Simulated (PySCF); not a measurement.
## UHF on P (phosphorus, neutral)

Configuration: [Ne] 3s2 3p2 4s1, high-spin 4P determinant (an excited configuration). All numbers are calculated (PySCF 2.14, scalar relativity by spin-free X2C-1e, in x2c-QZVPPall with one added diffuse shell each of s, p, d, f type (10s7p5d3f1g, 86 functions)).

```
Total energy                                                  : -341.286474 hartree
One-electron energy                                           : -469.7987 hartree
Hartree (Coulomb) energy                                      : 151.0600 hartree
Exchange energy                                               : -22.5478 hartree
⟨S²⟩                                                          : 3.7628
⟨L²⟩                                                          : 2.055
Sum of ⟨r⟩                                                    : 17.63 bohr
Sum of ⟨r²⟩                                                   : 54.04 bohr²
Traceless quadrupole moment −½Σ⟨3z² − r²⟩ along its main axis : 0.949 e·bohr²
Langevin diamagnetic susceptibility                           : -42.8 ×10⁻⁶ cm³/mol
```

| shell | electrons | mean orbital energy (hartree) | spread (hartree) | rms radius, mean of both spins (bohr) |
| --- | --- | --- | --- | --- |
| 1s α | 1 | -80.40890 | 0 | 0.120 |
| 1s β | 1 | -80.38996 | 0 | 0.120 |
| 2s α | 1 | -7.76147 | 0 | 0.560 |
| 2s β | 1 | -7.74090 | 0 | 0.560 |
| 2p α | 3 | -5.61714 | 0.01643 | 0.540 |
| 2p β | 3 | -5.58344 | 0.01982 | 0.540 |
| 3s α | 1 | -0.95196 | 0 | 1.98 |
| 3s β | 1 | -0.74179 | 0 | 1.98 |
| 3p α | 2 | -0.53181 | 0 | 2.35 |
| 4s α | 1 | -0.11394 | 0 | 5.72 |

The outer electron is Rydberg-like, and this basis confines it to a smaller radius and binds it less than a complete one would.

Densities and radii are taken from the X2C orbitals without a picture-change correction, which distorts them close to the nucleus.

Spin-orbit constants ζ (cm⁻¹) from the X2C one-electron operator on these orbitals: bare nucleus, nucleus screened by l(l+1)(2l+1)/3 electrons, and screened by the Breit-Pauli mean field of the electrons.

```json
{"shell": "2p", "bare": "5494", "screened nucleus": "4762", "mean field": "4434"}
{"shell": "3p", "bare": "343.6", "screened nucleus": "297.8", "mean field": "272.9"}
```

To first order the Landé constant is A = 90.96 cm⁻¹, so the lowest level has J = 1/2 and lies 0.0282 eV below the centre of the term. This holds in LS coupling only.
